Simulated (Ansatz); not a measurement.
```yaml
crystal:
  periodic: [false, false, false]
  atoms:
    - {symbol: C, position_ang: [0.250228, -1.906314, 0.157642]}
    - {symbol: C, position_ang: [-0.375356, -0.495921, 0.007275]}
    - {symbol: O, position_ang: [-1.658739, 0.124373, 0.703016]}
    - {symbol: O, position_ang: [-0.145395, 0.538300, -0.673828]}
    - {symbol: B, position_ang: [0.200748, 1.782064, -0.583369]}
    - {symbol: Cl, position_ang: [0.762257, 2.676820, -2.242604]}
    - {symbol: Cl, position_ang: [-0.186862, 2.693157, 0.932699]}
    - {symbol: H, position_ang: [0.117799, -2.116025, -0.577871]}
    - {symbol: H, position_ang: [-0.590112, -2.374262, 1.052871]}
    - {symbol: H, position_ang: [1.168277, -1.442648, 0.990610]}
basis:
  gaussian: {orbitals: def2-mTZVP, final_grid: {core_spheres: 1, valence_spheres: 1, degree: 5}}
hamiltonian: {xc: {name: r2SCAN}}
```

```sh
$ ansatz run in.yaml --threads 4 --pin off --events-out ev --progress --plain --max-ram 11315MiB
```

Output, abridged:

```
Functional definition: r2SCAN
1436 factors; their error is unknown
mean field evaluation 1: about -31917.0948 eV, gradient 8.1e1 eV
mean field evaluation 2: about -31782.9647 eV, gradient 1.9e2 eV
mean field evaluation 4: about -31922.9437 eV, gradient 5.3e1 eV
mean field evaluation 8: about -31929.6694 eV, gradient 7.2e0 eV
mean field evaluation 16: about -31912.3452 eV, gradient 8.9e0 eV
mean field evaluation 32: about -31912.5412 eV, gradient 9.2e-4 eV
mean field -31912.54116656 eV, -1172.7642567739 hartree, gradient 8.0e-5 eV, S^2 0.000000; 0 other end points of the search recorded, 0 dependent functions left out
reference -31912.54119001 eV, -1172.7642576357 hartree; 35, 35 occupied and 123, 123 virtual orbitals, 1436 factors
Total energy: -31912.54119001 eV, -1172.7642576357 hartree
```

**Question.** Something in this input is off. What?

**Answer.** The integration grid is far too coarse. The run converged. The result belongs to that input, not to the molecule as meant.
